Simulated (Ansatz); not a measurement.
`[F][Sb]([SiH3])[SiH3]` + `NN` → `NN[SiH3]` + `[F][SbH][SiH3]` at 298.15 K and 1 bar (cleavage of the Si–Sb bond).

Gas-phase electronic energies from Ansatz, PBE0-D4/def2-TZVP geometries. CCSD(T)/CBS is the MP2 limit (def2-TZVPP, def2-QZVPP) plus CCSD(T) − MP2 in def2-TZVPP, frozen cores. This one scheme is used for every species. Elements past krypton have def2 core potentials. For Sb outer-core shells are correlated without core-valence functions, which leaves a few kJ/mol of doubt a bond. Each species was taken in one conformer, which may not be the lowest.

```json
{"species": "`[F][Sb]([SiH3])[SiH3]`", "CCSD(T)/CBS energy (Eh)": "-921.59420", "H − E (kJ/mol)": "159.6", "S (J/(mol·K))": "401.5"}
{"species": "`NN`", "CCSD(T)/CBS energy (Eh)": "-111.76471", "H − E (kJ/mol)": "152.1", "S (J/(mol·K))": "230.0"}
{"species": "`NN[SiH3]`", "CCSD(T)/CBS energy (Eh)": "-402.05945", "H − E (kJ/mol)": "195.6", "S (J/(mol·K))": "302.3"}
{"species": "`[F][SbH][SiH3]`", "CCSD(T)/CBS energy (Eh)": "-631.30007", "H − E (kJ/mol)": "105.1", "S (J/(mol·K))": "332.0"}
```

H − E and S are ideal-gas, rigid-rotor, harmonic terms from PBE0-D4/def2-TZVP, for one conformer and one mirror image of each species. 1 Eh = 2625.50 kJ/mol, R = 8.31446 J/(mol·K).

Q: By hand: ΔE, ΔH, ΔS and ΔG.

A: ΔE = (-402.05945) + (-631.30007) − (-921.59420) − (-111.76471) = -0.00061 Eh = -1.6 kJ/mol. Δ(H − E) = 195.6 + 105.1 − 159.6 − 152.1 = -11.0, so ΔH = -12.6 kJ/mol. ΔS = 302.3 + 332.0 − 401.5 − 230.0 = 2.8 J/(mol·K). ΔG = -12.6 − 298.15 × (2.8)/1000 = -13.4 kJ/mol.

Q: By hand: the equilibrium constant, and the temperature at which ΔG would vanish if ΔH and ΔS stayed fixed.

A: log₁₀ K = −ΔG/(RT ln 10) = 2.3. ΔH and −TΔS have one sign here, so there is no such temperature. One of them is within its doubt of zero, so this could turn.

The number of gas molecules stays the same, so ΔS is small and ΔH decides. A doubt of 5 kJ/mol in ΔE shifts log₁₀ K by 0.9 here. Other conformers and mirror images would add mixing entropy, several J/(mol·K) or more a flexible species. Modes under 60 cm⁻¹, often nearly free rotors, make the harmonic entropy too high. These are equilibria of isolated gas molecules and say nothing of rates. Largest T1 diagnostic: 0.014 (customary marks: 0.02 for closed shells, 0.045 for open ones).
